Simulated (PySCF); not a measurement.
Species: C6H8N2.
SMILES with atom numbers: `[CH3:1][c:2]1[cH:3][n:4][n:5][cH:6][c:7]1[CH3:8]`

Geometry (GFN2-xTB, Å), atoms numbered from 1 in this order:
```xyz
16
C6H8N2 angstrom
C      0.409   -1.828   -0.052
C     -0.399   -0.575   -0.112
C     -1.772   -0.598   -0.367
N     -2.525    0.480   -0.428
N     -1.998    1.654   -0.249
C     -0.709    1.770   -0.006
C      0.167    0.685    0.079
C      1.621    0.871    0.356
H     -0.218   -2.699   -0.228
H      0.884   -1.928    0.923
H      1.198   -1.806   -0.804
H     -2.292   -1.533   -0.529
H     -0.353    2.783    0.128
H      1.904    0.344    1.267
H      1.859    1.925    0.472
H      2.217    0.462   -0.460
```

NICS = −σ at a ghost point: NICS(0) at the centroid of the ring atoms, NICS(1) 1 Å to either side along the normal of their mean plane, zz for the tensor component along that normal. Level: GIAO PBE0/pcSseg-1 (PySCF, non-relativistic, gas phase) on the GFN2-xTB geometry, one conformer.

Ring bond lengths (Å), with Mayer bond orders in brackets: C2–C3 1.397 (1.35), C3–N4 1.317 (1.53), N4–N5 1.299 (1.31), N5–C6 1.317 (1.53), C6–C7 1.397 (1.35), C7–C2 1.394 (1.38).

What do the NICS probes read (ppm)?

```json
{"ring": "C2–C3–N4–N5–C6–C7", "type": "6-membered ring with 2 N; formal bonds all aromatic", "NICS(0)": "-5.9", "NICS(1), two faces": "-11.6 / -11.6", "NICS(1)zz, two faces": "-28.0 / -28.0", "rms pucker (Å)": "0.00", "centre to ring atoms, mean (Å)": "1.35"}
```

What do they say, and how far can they be read as aromaticity?

- C2–C3–N4–N5–C6–C7: mean NICS(1)zz -28.0 ppm, shielded, aromatic by this magnetic criterion (flat ring, no four-coordinate atom). NICS(0) lies 6 ppm above the mean NICS(1).

What does the geometric index give? HOMA = 1 − mean of α(R − Ropt)² over the ring bonds, with Krygowski's 1993 parameters (CC: Ropt 1.388 Å, α 257.7 Å⁻²; CN: Ropt 1.334 Å, α 93.52 Å⁻²; NN: Ropt 1.309 Å, α 130.33 Å⁻²).

- C2–C3–N4–N5–C6–C7: HOMA 0.98; the largest term is that of C3–N4, α(R − Ropt)² = 0.03. The geometric and the magnetic index point the same way.

Give the inner angles of the rings and the Hirshfeld charges of the ring atoms.

- C2–C3–N4–N5–C6–C7: C2 116.0° (+0.014 e), C3 123.8° (+0.002 e), N4 120.1° (-0.116 e), N5 120.1° (-0.117 e), C6 123.8° (+0.002 e), C7 116.1° (+0.014 e); sum 720.0° against 720° for a flat convex ring.

How shielded are the nuclei of the rings and their hydrogens (means over atoms taken as equivalent)?

| atoms | environment | σ isotropic (ppm) | principal values of the symmetric part, first atom (ppm) |
| --- | --- | --- | --- |
| C2 (×2) | substituted aromatic carbon | 47.6 | -62.1, 25.0, 179.9 |
| C3 (×2) | aromatic CH next to a ring nitrogen | 31.2 | -93.6, 53.8, 133.4 |
| N4 (×2) | pyridine-type nitrogen | -191.7 | -614.1, -207.8, 246.8 |
| H12 (×2) | aromatic hydrogen | 22.42 | 18.8, 19.6, 28.9 |

Rough CPU time on one thread of a shared machine: about 90 s (grids of density and orbitals included). This is the whole shielding run at PBE0/pcSseg-1, SCF included.
